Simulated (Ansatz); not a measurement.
Reaction (ligand exchange at the Si–C bond): `F[SiH](Cl)C#C[SiH2]Cl` + `S[SiH2]Cl` → `Cl[SiH2]S[SiH2]Cl` + `C#C[SiH](F)Cl`

Calculated with Ansatz (gas phase, PBE0-D4/def2-TZVP geometries, no zero-point term in ΔE). CCSD(T)/CBS is the MP2 limit (def2-TZVPP, def2-QZVPP) plus CCSD(T) − MP2 in def2-TZVPP, frozen cores. This one scheme is used for every species. Functionals use def2-TZVPP. B3LYP here is the variant with VWN-RPA as its local correlation; programs differ in this. Each species was taken in one conformer, which may not be the lowest.

```json
{"level": "PBE-D4", "ΔE (kcal/mol)": "-8.2", "difference from CCSD(T)/CBS": "-0.3"}
{"level": "PBE0-D4", "ΔE (kcal/mol)": "-8.5", "difference from CCSD(T)/CBS": "-0.6"}
{"level": "B3LYP-D4", "ΔE (kcal/mol)": "-7.6", "difference from CCSD(T)/CBS": "0.3"}
{"level": "ωB97X-V", "ΔE (kcal/mol)": "-7.8", "difference from CCSD(T)/CBS": "0.1"}
{"level": "B2PLYP", "ΔE (kcal/mol)": "-5.8", "difference from CCSD(T)/CBS": "2.1"}
{"level": "PBE", "ΔE (kcal/mol)": "-6.5", "difference from CCSD(T)/CBS": "1.4"}
{"level": "r2SCAN", "ΔE (kcal/mol)": "-7.3", "difference from CCSD(T)/CBS": "0.6"}
{"level": "PBE0", "ΔE (kcal/mol)": "-7.0", "difference from CCSD(T)/CBS": "0.9"}
{"level": "B3LYP", "ΔE (kcal/mol)": "-4.8", "difference from CCSD(T)/CBS": "3.1"}
{"level": "MP2/def2-TZVPP", "ΔE (kcal/mol)": "-7.6", "difference from CCSD(T)/CBS": "0.3"}
{"level": "SCS-MP2/def2-TZVPP", "ΔE (kcal/mol)": "-6.4", "difference from CCSD(T)/CBS": "1.5"}
{"level": "CCSD(T)/def2-TZVPP", "ΔE (kcal/mol)": "-6.7", "difference from CCSD(T)/CBS": "1.2"}
{"level": "MP2/def2-QZVPP", "ΔE (kcal/mol)": "-8.3", "difference from CCSD(T)/CBS": "-0.4"}
{"level": "SCS-MP2/def2-QZVPP", "ΔE (kcal/mol)": "-7.0", "difference from CCSD(T)/CBS": "0.9"}
{"level": "HF/CBS(def2)", "ΔE (kcal/mol)": "-4.5", "difference from CCSD(T)/CBS": "3.4"}
{"level": "MP2/CBS(def2)", "ΔE (kcal/mol)": "-8.9", "difference from CCSD(T)/CBS": "-1.0"}
{"level": "CCSD(T)/CBS", "ΔE (kcal/mol)": "-7.9", "difference from CCSD(T)/CBS": "0"}
```

Largest T1 diagnostic among the species: 0.012.

In def2-TZVPP, CCSD(T) changes the Hartree–Fock value by −2.1 kcal/mol (the triples alone add −0.4 kcal/mol) and MP2 by −3.0 kcal/mol. The D4 term adds −2.8 kcal/mol with B3LYP and −1.5 kcal/mol with PBE0; it sums over pairs of atoms, weighted by their polarisabilities, and B3LYP, whose exchange is more repulsive, gets the larger term.
